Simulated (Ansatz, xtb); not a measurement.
# CH3F3Ge: which of two isomers lies lower

Structure X is `F[CH2][GeH]([F])[F]`, a singlet and structure Y is `[F][GeH2][CH](F)F`, a singlet. Both are isolated molecules in the gas phase, relaxed with PBE-D3(BJ)/def2-SVP; the shapes shown needn't be the lowest conformers.

X (Å):

```xyz
8

C     0.0419   -0.3603    0.4600
F    -0.1812   -0.2135    1.8184
F    -2.6262   -0.8162   -0.9125
F    -0.4984   -2.4245   -1.6662
Ge   -1.2427   -1.6749   -0.2666
H    -0.1018    0.6111   -0.0619
H     1.0791   -0.7170    0.2742
H    -1.7635   -2.7812    0.6776
```

Y (Å):

```xyz
8

C    -1.0745    0.1936    0.6568
F     1.2765   -1.2765   -0.5525
F    -2.3748   -0.0259    1.0462
F    -1.0531    1.2279   -0.2364
Ge   -0.4460   -1.4809   -0.2410
H    -1.1548   -1.6330   -1.6078
H    -0.5897   -2.7058    0.6962
H    -0.4824    0.4901    1.5539
```

Q: Estimate E(Y) − E(X) at the level CCSD(T)/def2-SVP + ΔMP2/def2-TZVPP.

A: Calculated at CCSD(T)/def2-SVP + ΔMP2/def2-TZVPP: E(Y) − E(X) = +134.1 kJ/mol, so structure X lies lower.

How the difference moves with the method:

| level | geometry | E(Y) − E(X) (kJ/mol) | departure from the last row (kJ/mol) | job, with rough time for the two |
| --- | --- | --- | --- | --- |
| GFN2-xTB | GFN2-xTB | +117.4 | −16.7 | optimisation, 0.15 s |
| HF/STO-3G | GFN2-xTB | +30.3 | −103.9 | single point, 0.34 s |
| r2SCAN-D4/def2-SVP | GFN2-xTB | +113.7 | −20.4 | single point, 1.8 s |
| PBE-D3(BJ)/def2-SVP | PBE-D3(BJ)/def2-SVP | +107.2 | −26.9 | optimisation, 22 s |
| HF/def2-SVP | PBE-D3(BJ)/def2-SVP | +122.7 | −11.4 | part of the CCSD(T) run |
| MP2/def2-SVP | PBE-D3(BJ)/def2-SVP | +131.4 | −2.7 | part of the CCSD(T) run |
| CCSD(T)/def2-SVP | PBE-D3(BJ)/def2-SVP | +122.4 | −11.7 | single point |
| CCSD(T)/def2-SVP + ΔMP2/def2-TZVPP | PBE-D3(BJ)/def2-SVP | +134.1 |  | single point, 19 s |

As drawn, Y has 1 C–F, 1 Ge–H in place of 1 F–Ge, 1 C–H.

The levels shown agree on the order. The largest departure from CCSD(T)/def2-SVP + ΔMP2/def2-TZVPP is that of HF/STO-3G, 103.9 kJ/mol. The last row adds to CCSD(T) the change of the MP2 difference between the two basis sets, here +11.7 kJ/mol.

With harmonic frequencies from PBE-D3(BJ)/def2-SVP (ideal gas, rigid rotor, one conformer each, 298.15 K, 1 atm): on the last row, ΔE + ΔZPE = +128.7 kJ/mol. A mode under 50 cm⁻¹ makes harmonic enthalpies and free energies unreliable, so none is given.

The correlated steps freeze 13 core orbitals; the filled d shell of Ge is correlated, in a basis made for valence electrons. Codes used: Ansatz 0.2.0, xtb 6.7.1; the last row on 2 threads of Intel(R) Xeon(R) 6975P-C (Granite Rapids) on a shared host.
